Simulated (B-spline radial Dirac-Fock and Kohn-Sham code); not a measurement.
# Bi: eigenvalues, ΔSCF and the reference

System: neutral bismuth, [Xe] 4f14 5d10 6s2 6p3.

The density-functional columns are spherical, spin-unpolarised Dirac-Kohn-Sham results without Breit or QED terms: −ε is minus the orbital energy of the initial state and ΔSCF the difference of two total energies, and "half-occupied" is minus the orbital energy with half an electron removed (Slater transition state). The reference in the last column comes from Dirac-Fock energy differences between relaxed states, corrected for Breit and QED terms. All numbers are from a radial atomic solver, in eV; a selection of levels is shown. For the 1s level of heavy atoms much of the gap between ΔSCF and the reference is the Breit and QED part, -514.8 eV here; for other levels the error of the functional can be larger.

```
     level   PBE −ε  PBE0 −ε   LDA −ε  LDA half-occupied  Dirac-Fock
    K (1s)  90451.2  90624.0  90381.0            91035.7     90529.7
   L1 (2s)  16238.2  16311.0  16227.4            16348.9     16401.7
L2 (2p1/2)  15608.9  15669.6  15603.8            15761.9     15719.5
L3 (2p3/2)  13289.5  13349.3  13286.8            13416.4     13426.5
   M1 (3s)   3919.2   3955.5   3916.2             3951.7      4014.9
M2 (3p1/2)   3633.1   3664.8   3631.8             3670.3      3709.8
M3 (3p3/2)   3113.8   3143.6   3113.2             3147.1      3191.1
M4 (3d3/2)   2642.2   2666.7   2642.3             2683.5      2697.1
M5 (3d5/2)   2532.1   2556.4   2532.3             2571.8      2589.0
   N1 (4s)    899.4    918.2    897.9              913.6       953.9
N2 (4p1/2)    774.6    791.3    773.9              789.6       820.8
N3 (4p3/2)    646.6    662.4    645.8              660.4       692.2
N4 (4d3/2)    443.1    455.5    442.9              457.4       476.0
N5 (4d5/2)    419.2    431.3    419.0              433.2       452.0
N6 (4f5/2)    155.1    162.4    155.4              169.4       169.1
N7 (4f7/2)    149.6    156.9    149.9              163.8       163.8
   O1 (5s)    157.1    163.8    157.3              165.5       176.0
O3 (5p3/2)    89.16    94.43    89.20              96.47       103.6
O4 (5d3/2)    28.75    31.49    28.87              35.15       34.30
O5 (5d5/2)    25.75    28.44    25.86              31.99       31.31
   P1 (6s)    14.38    15.88    14.66              18.90       17.75
 P2,3 (6p)     4.71     4.84     4.91               8.26        7.35
```

Q: Order the estimates of the K (1s) level by their distance from the Dirac-Fock value, nearest first.
A. LDA −ε
B. PBE −ε
C. LDA half-occupied
D. PBE0 −ε

A: B (78.5 eV), D (94.3 eV), A (148.7 eV), C (506.0 eV).

An eigenvalue near the reference for a deep level is a cancellation of errors: it lacks relaxation, carries self-interaction and omits Breit and QED terms.

Values without a named source are computed, but for edge energies of neutral atoms, which are taken from tables.
